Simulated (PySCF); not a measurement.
# NMR parameters of TeOF2

TeOF2, F2OTe, point group Cs.

Geometry (Å), atoms numbered from 1 in this order:
```xyz
4

Te    0.0811    0.0015    0.6643
O     1.6832   -0.0294   -0.1228
F    -0.8590    1.3926   -0.2764
F    -0.9054   -1.3647   -0.2651
```

GIAO calculations in PySCF 2.14.0 with density-fitted response routines on the PBE0-D3(BJ)/def2-SVP structure: isolated species, scalar relativity only through the core potential, equivalent atoms averaged; basis pcSseg-1 (def2-TZVP on Te).

(1) Give the isotropic shieldings (ppm) with PBE0, wB97X-D.

(2) And the chemical shifts, against references computed in the same way?

(3) Which part of the shielding of F3/F4 depends on the functional?

## Answers

(1) 
```json
{"atoms": "F3/F4", "environment": "fluorine bonded to Te", "PBE0": "147.0", "wB97X-D": "160.1"}
{"atoms": "O2", "environment": "oxygen bonded to Te", "PBE0": "-192.8", "wB97X-D": "-183.7"}
{"atoms": "HOMO–LUMO gap (eV)", "environment": "–", "PBE0": "6.40", "wB97X-D": "10.04"}
```

(2) 
| atoms | nucleus, reference | PBE0 | wB97X-D |
| --- | --- | --- | --- |
| F3/F4 | $^{19}$F, CFCl3 | 30.2 | 27.1 |
| O2 | $^{17}$O, H2O | 527.3 | 516.9 |

(3) Diamagnetic: PBE0 474, wB97X-D 474 ppm; paramagnetic: PBE0 -327, wB97X-D -314 ppm. The diamagnetic part, set mainly by inner electrons, hardly moves; the paramagnetic part goes with low-lying magnetically allowed excitations and carries the spread.

Te is described by an effective core potential, so it has no shielding of its own here; spin–orbit effects on the atoms bonded to it, which can be large, are absent, and the values of these neighbours are rough. Unscaled 19F shifts against computed CFCl3 carry errors that often reach 10 to 50 ppm. Unscaled 17O shifts of doubly bonded oxygen tend to come out too high, by tens of ppm or more. Experimental scales use liquid or dissolved standards, which lie at an offset from isolated H2O (liquid H2O: subtract about 36 ppm).
